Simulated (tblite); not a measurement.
Compound: C7H6O2.
SMILES with atom numbers: `[CH3:1][CH:2]=[C:3]=[C:4]=[C:5]1[CH2:6][O:7][C:8]1=[O:9]` (hydrogens: H10, H11, H12 on C1; H13 on C2; H14, H15 on C6)

Calculated harmonic vibrations of the isolated species, GFN2-xTB (tblite), most abundant isotopes, no scaling. This tight-binding method is rough: wavenumbers can miss measured ones by several per cent, in bad cases by 10 to 20.

Harmonic wavenumbers (cm⁻¹): 61.7, 79.7, 130.2, 146.4, 155.0, 204.2, 313.5, 348.7, 429.2, 464.0, 543.3, 609.9, 648.7, 759.6, 783.2, 954.4, 958.8, 1004.7, 1006.2, 1024.5, 1071.5, 1082.6, 1097.8, 1174.1, 1220.1, 1332.2, 1387.1, 1442.0, 1459.4, 1467.7, 1748.7, 1857.1, 2167.0, 2958.5, 2974.0, 2993.1, 3008.7, 3024.8, 3059.8.

A = 4335, B = 723.2, C = 624.7 MHz; mass 122.037 u (most abundant isotopes); point group Cs, symmetry number 1.

Question: Zero-point energy?

Answer: ½Σν̃ = 23576 cm⁻¹ = 282.03 kJ/mol.

Question: What is S at 350 K and 1 bar for an ideal gas of classical rigid rotors and harmonic oscillators?

Answer: Translation 172.11, rotation 125.37, vibration 125.26: S = 422.7 J/(mol K).

Question: And Cp and H(350 K) − H(0)?

Answer: Cp = 157.75 J/(mol K), of which vibrations give 124.49 (their classical limit is 39 R = 324.3); H(350 K) − H(0) = 34.48 kJ/mol without the zero-point energy, 22.84 from vibrations.

Question: Which modes carry the vibrational entropy at 350 K?

Answer: 61.7 cm⁻¹: 19.74; 79.7 cm⁻¹: 17.63; 130.2 cm⁻¹: 13.61; 146.4 cm⁻¹: 12.66; 155.0 cm⁻¹: 12.20; 204.2 cm⁻¹: 10.01 J/(mol K); the other 33 give 39.41 together.

Question: Blend soft modes into free rotors: weight 1/[1 + (100 cm⁻¹/ν̃)⁴] for the oscillator and the rest for a rotor with moment μB/(μ + B), μ = h/(8π²ν), B = 10⁻⁴⁴ kg m². What vibrational entropy results?

Answer: 116.86 J/(mol K) in place of 125.26, which changes −T·S at 350 K by +2.94 kJ/mol.

Hindered rotation and anharmonicity are outside this model.

Hardware: one thread, Arm Neoverse N1 (aarch64) (shared host). Cost: 0.88 s. The figure is for the frequency step alone.
